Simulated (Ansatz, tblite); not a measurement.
Isomers of Al$_{4}$P$_{3}$⁺ (singlet), found by a short tight-binding search and relaxed with PBE-D4/def2-SVP in Ansatz.

The xTB rows come from tblite. B3LYP takes the VWN-RPA correlation. Correlated methods freeze 35 core orbitals.

Run but left out: HF/STO-3G (A: restricted singlet, unstable in another Hartree–Fock run and untested here); HF/def2-TZVP, HF/def2-TZVPP (A: restricted singlet, unstable towards broken spin symmetry).

A: The restricted singlet is unstable towards broken spin symmetry in Hartree–Fock (as tested in another run); at PBE-D4/def2-SVP, PBE-D4/def2-TZVP, r2SCAN-D4/def2-TZVP, B3LYP-D4/def2-TZVP and others this wasn't settled. At MP2/def2-TZVP, CCSD(T)/def2-TZVPP the restricted singlet (for correlated methods, its reference) is unstable: a solution with broken spin symmetry lies lower. At CCSD(T)/def2-TZVPP T1 of the charge 1 singlet is large (up to 0.022), so the single-reference result is doubtful. B: The restricted singlet is unstable towards broken spin symmetry in Hartree–Fock (as tested in another run); at PBE-D4/def2-SVP, PBE-D4/def2-TZVP, r2SCAN-D4/def2-TZVP, B3LYP-D4/def2-TZVP and others this wasn't settled. At MP2/def2-TZVP, CCSD(T)/def2-TZVPP the restricted singlet (for correlated methods, its reference) is unstable: a solution with broken spin symmetry lies lower. At CCSD(T)/def2-TZVPP T1 of the charge 1 singlet is large (up to 0.025), so the single-reference result is doubtful. C: The restricted singlet is unstable towards broken spin symmetry in Hartree–Fock (as tested in another run); at PBE-D4/def2-SVP, PBE-D4/def2-TZVP, r2SCAN-D4/def2-TZVP, B3LYP-D4/def2-TZVP and others this wasn't settled. At MP2/def2-TZVP, CCSD(T)/def2-TZVPP the restricted singlet (for correlated methods, its reference) is unstable: a solution with broken spin symmetry lies lower. At CCSD(T)/def2-TZVPP T1 of the charge 1 singlet is large (up to 0.023), so the single-reference result is doubtful.

Other spin states weren't relaxed.

A:

```xyz
7

Al   -1.3774    1.8164   -0.3692
Al    1.2561    2.6913   -0.6098
Al    1.0603   -2.0339   -0.2682
Al   -0.5747   -2.2242    1.9789
P    -1.3054   -0.6292   -0.2286
P     0.4337    0.2974    0.8710
P     0.5075    0.0821   -1.3740
```

B:

```xyz
7

Al    1.423    0.058   -1.243
Al   -1.823   -0.478    0.122
Al    0.879    1.529    2.705
Al   -1.026    0.125   -2.395
P     0.074   -1.930   -0.577
P     0.586   -0.636    1.134
P    -0.114    1.333    0.255
```

C:

```csv
atom,x (Å),y (Å),z (Å)
Al1,-2.103,1.906,0.989
Al2,1.272,0.983,-1.480
Al3,1.673,-1.064,2.260
Al4,-0.937,-1.649,-1.071
P5,-1.149,0.787,-1.162
P6,1.344,-1.175,-0.323
P7,-0.098,0.212,0.788
```

**Question.** Estimate their order by electronic energy at PBE0-D4/def2-TZVP, counted from the lowest.

**Answer.** A (0.0) < B (13.3) < C (14.2), in kcal/mol.

**Question.** Do the other levels pick the same lowest one?

**Answer.** All that were run do. Energies above each level's lowest (kcal/mol):

```json
{"level": "GFN1-xTB", "A": "0.0", "B": "24.3", "C": "10.4"}
{"level": "GFN2-xTB", "A": "0.0", "B": "33.7", "C": "28.3"}
{"level": "PBE-D4/def2-SVP", "A": "0.0", "B": "10.7", "C": "8.9"}
{"level": "PBE-D4/def2-TZVP", "A": "0.0", "B": "9.9", "C": "11.4"}
{"level": "r2SCAN-D4/def2-TZVP", "A": "0.0", "B": "8.8", "C": "11.0"}
{"level": "B3LYP-D4/def2-TZVP", "A": "0.0", "B": "12.8", "C": "8.4"}
{"level": "PBE0-D4/def2-SVP", "A": "0.0", "B": "14.6", "C": "11.4"}
{"level": "PBE0-D4/def2-TZVP", "A": "0.0", "B": "13.3", "C": "14.2"}
{"level": "r2SCAN0-D4/def2-TZVP", "A": "0.0", "B": "12.7", "C": "14.3"}
{"level": "ωB97M-V/def2-TZVP", "A": "0.0", "B": "18.5", "C": "17.1"}
{"level": "MP2/def2-TZVP", "A": "0.0", "B": "6.9", "C": "10.8"}
{"level": "MP2/def2-TZVPP", "A": "0.0", "B": "6.8", "C": "10.8"}
{"level": "CCSD/def2-TZVPP", "A": "0.0", "B": "15.3", "C": "13.3"}
{"level": "CCSD(T)/def2-TZVPP", "A": "0.0", "B": "10.8", "C": "11.7"}
```
Point groups (tolerance 0.1 Å): A C2, B Cs, C C2v. Lower isomers may exist. From def2-SVP to def2-TZVP the PBE0 values move by up to 2.8 kcal/mol, so results in the small set are rough.
